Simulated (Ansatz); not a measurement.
Molecule: TaO$_{2}$, net charge 0, doublet state. The spin state was set by rule; other spins were not relaxed. 
Coordinates optimised at B3LYP-D3(BJ)/def2-TZVP (Ansatz, a first-principles code):
```
Ta
O 1 1.7314
O 1 1.7314 2 105.76
```
Charge 0, spin multiplicity 2.

Basis-set convergence of Hartree-Fock and CCSD(T) correlation energies (hartree) with Ansatz. Correlated levels leave the core frozen unless marked. Open shells are spin-unrestricted. Spin-orbit coupling is left out. Frozen are the shells of the preceding noble gas and the d and f shells that filled before the atom's block. Past Kr the def2 sets carry scalar-relativistic core potentials.

```tsv
basis	functions	E(HF)	E(corr, CCSD(T))
def2-SVPD	81	-206.00031	-0.56478
def2-TZVPPD	139	…	…
```

What belongs in the gaps?


- def2-TZVPPD, E(HF): -206.20378
- def2-TZVPPD, E(corr, CCSD(T)): -0.66641
